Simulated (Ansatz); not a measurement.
`NB(F)[SiH3]` + `O=C/C=[CH]/[AlH2]` → `F[B]([AlH2])[SiH3]` + `N/C=C/C=O`  (formal exchange of groups at a B–N bond)

Isolated molecules relaxed with PBE0-D4/def2-TZVP in Ansatz; ΔE leaves out vibrations. CCSD(T)/CBS adds triple-zeta CCSD(T) − MP2 to the extrapolated MP2 energy (def2 sets, frozen cores). Double bonds are as drawn, so ΔE can hold a change between cis and trans. Functionals use def2-TZVPP. HSE06 is defined as in plane-wave codes. Each species was taken in one conformer, which may not be the lowest.

`NB(F)[SiH3]`:

Cartesian coordinates in Å:
```
N -1.429 -0.803 0.210
B -0.405 -0.308 -0.590
F -0.487 -0.524 -1.914
Si 1.184 0.708 0.163
H -2.216 -1.309 -0.166
H -1.447 -0.686 1.208
H 2.460 -0.003 -0.126
H 1.278 2.071 -0.428
H 1.063 0.854 1.642
```

`O=C/C=[CH]/[AlH2]`:

Z-matrix (Å, degrees):
```
C
C 1 1.485
O 1 1.204 2 124.2
H 1 1.110 2 115.4 3 180.0
C 2 1.340 1 122.6 3 0.0
H 2 1.090 1 115.6 3 -180.0
Al 5 1.948 2 120.7 1 -180.0
H 5 1.091 2 114.7 1 -0.0
H 7 1.584 5 121.4 2 180.0
H 7 1.586 5 116.3 2 -0.0
```

`F[B]([AlH2])[SiH3]`:

Z-matrix (Å, degrees):
```
Si
B 1 2.050
H 1 1.489 2 116.1
H 1 1.493 2 108.3 3 122.9
H 1 1.493 2 107.7 3 -122.3
Al 2 2.170 1 122.1 3 -174.7
F 2 1.332 1 118.1 3 5.5
H 6 1.592 2 120.6 1 89.7
H 6 1.592 2 120.9 1 -86.8
```

`N/C=C/C=O`:

Z-matrix (Å, degrees):
```
N
C 1 1.346
H 1 1.004 2 121.0
H 1 1.001 2 121.2 3 178.2
C 2 1.350 1 127.1 3 0.8
H 2 1.088 1 114.4 3 -179.3
C 5 1.440 2 119.2 1 179.8
H 5 1.085 2 122.3 1 -0.2
O 7 1.211 5 125.8 2 180.0
H 7 1.116 5 114.0 2 -0.0
```

```tsv
species	HSE06 energy (Eh)
`NB(F)[SiH3]`	-471.78989
`O=C/C=[CH]/[AlH2]`	-434.64864
`F[B]([AlH2])[SiH3]`	-659.28346
`N/C=C/C=O`	-247.08665
```

Question: Work out ΔE.

Answer: ΔE = (-659.28346) + (-247.08665) − (-471.78989) − (-434.64864) = 0.06842 Eh = +1.86 eV. CCSD(T)/CBS gives +2.16 eV.

Question: What do rigid-rotor, harmonic-oscillator terms from PBE0-D4/def2-TZVP frequencies (298.15 K, 1 bar) make of the CCSD(T)/CBS value? (An estimate is asked.)

Answer: The calculation gave: ΔZPE = -0.03 eV, ΔH = +2.16 eV, ΔS = 32 J/(mol·K), ΔG = +2.06 eV. Modes under 50 cm⁻¹ make the entropy rough.

Largest T1 diagnostic among the species: 0.016.

Leaving LDA and LC-ωPBE aside and taking each functional with its dispersion term where it has one, the values, not all of them listed here, spread over 0.37 eV, from PBE-D4 to ωB97M-V. From r2SCAN to r2SCAN0 (25 % exact exchange), in def2-TZVPP and without D4, ΔE moves by +0.07 eV.
